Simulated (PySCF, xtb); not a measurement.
**CHGeN: 4 structures ranked**

4 gas-phase structures of CHGeN, found in a search over its isomers (lower ones may exist). Each was relaxed with GFN2-xTB:

A. `N=[C]=[Ge]`, a triplet
B. `N#[C][GeH]`, a singlet
C. a singlet given by its coordinates
D. a singlet given by its coordinates

C (Å):

```yaml
atoms:
  - { symbol: C, position_ang: [0.0985, -0.3702, 0.9053] }
  - { symbol: Ge, position_ang: [-0.1759, -0.5813, -0.9722] }
  - { symbol: N, position_ang: [1.1800, -0.1101, 0.2759] }
  - { symbol: H, position_ang: [-0.0241, -0.3290, 1.9783] }
```

Close contacts (Å): C1–Ge2 1.91, C1–N3 1.28, Ge2–N3 1.90, C1–H4 1.08.

D (Å):

```yaml
atoms:
  - { symbol: C, position_ang: [0.3989, -1.7889, 0.0384] }
  - { symbol: Ge, position_ang: [-0.3892, 1.0245, -0.6884] }
  - { symbol: N, position_ang: [0.1087, -0.6641, -0.1434] }
  - { symbol: H, position_ang: [-0.1424, 1.5805, 0.8291] }
```

Close contacts (Å): C1–N3 1.18, Ge2–N3 1.84, Ge2–H4 1.63.

Problem. Make a reasoned guess at their ranking by r2SCAN-D4/def2-SVP single-point energy.

Solution. Calculated order at r2SCAN-D4/def2-SVP: B (0.0), C (14.5), D (23.8), A (46.0) kJ/mol.

Energies above the lowest of each column, in kJ/mol; the last columns are at PBE0-D4/def2-SVP geometries (a dash: not run or not comparable):

```csv
structure,GFN2-xTB,HF/STO-3G,r2SCAN-D4/def2-SVP,PBE0-D4/def2-SVP,CCSD(T)/def2-TZVPP
B,0.9,0.0,0.0,0.0,0.0
C,0.0,53.9,14.5,13.8,34.9
D,1.3,11.3,23.8,22.7,25.3
A,–,183.6,46.0,55.7,–
```

Every level run on B puts it lowest or level with the lowest. CCSD(T)/def2-TZVPP orders those it was run on as B (0.0), D (25.3), C (34.9) kJ/mol. Frequencies (GFN2-xTB) were run for B, C, D alone. GFN2-xTB has no spin polarisation and isn't compared across spin states. Open shells are spin-unrestricted.

Programs: PySCF 2.14.0, xtb 6.7.1.
